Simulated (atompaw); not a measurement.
# Before and after: PAW (atompaw) potential for Ca

```
Element                 : Ca
Generator               : atompaw 4.2.0.5
Type                    : PAW
Functional              : LDA (PW92)
Relativity              : scalar-relativistic
Frozen core             : [Ne] 3s2
Valence charge          : 8
Reference configuration : 3p6 3d0 4s2 4p0
Partial waves           : 4s (bound): rc 2.85 bohr; 4s channel at 0.6 Ry: rc 2.85 bohr; 3p (bound): rc 2.15 bohr; 4p (bound, empty): rc 2.85 bohr; 3d (bound, empty): rc 2.85 bohr; 3d channel at 0.4 Ry: rc 2.85 bohr
Local potential         : vpsmatchnc scheme with l = 3 at 0 Ry, radius 2.20 bohr
Core correction         : smooth core density matched at 1.70 bohr
Augmentation charge     : besselshape compensation charge, radius 2.45 bohr; PAW radius 2.85 bohr; waves and projectors: custom polynom2 7 10 vanderbiltortho
```

Change: augmentation besselshape compensation charge, radius 2.45 bohr; PAW radius 2.85 bohr; waves and projectors: custom polynom vanderbiltortho.

Cutoffs: the cutoffs (Ry, on a coarse ladder) from which the occupation-weighted sum of valence levels, in a spherical-Bessel basis at the reference potential, stays within 10 and 1 mRy of its value at 400 Ry; they do not see the model core or the augmentation charge, which bear on the density cutoff.

Q: What does the change do?

A: The potential gets harder (15 Ry and 18 Ry → 15 Ry and 30 Ry); both files keep a bound ghost (s); the range in which the d phases agree widens (upper end 1.4 → at the end of the scan).

| quantity | base | changed |
| --- | --- | --- |
| cutoff, loose | 15 Ry | 15 Ry |
| cutoff, tight | 18 Ry | 30 Ry |
| bound ghosts | s | s |
| s: phases at 2.85 bohr within 0.05 rad from the reference energy up to (Ry; the scan ends near 5) | 3.0 | 3.7 |
| p: phases at 2.85 bohr within 0.05 rad from the reference energy up to (Ry; the scan ends near 5) | 0.3 | 0.4 |
| d: phases at 2.85 bohr within 0.05 rad from the reference energy up to (Ry; the scan ends near 5) | 1.4 | to the end of the scan |
| lowest overlap eigenvalue by channel | s 0.57, p 0.57, d 0.98 | s 0.31, p 0.63, d 0.93 |

 A true bound ghost makes a file unfit for plane-wave use even where its test errors are small: the radial tests pick states by their node count and pass the ghost by. The cutoffs see the waves, projectors and local potential, not the compensation charge or the core.
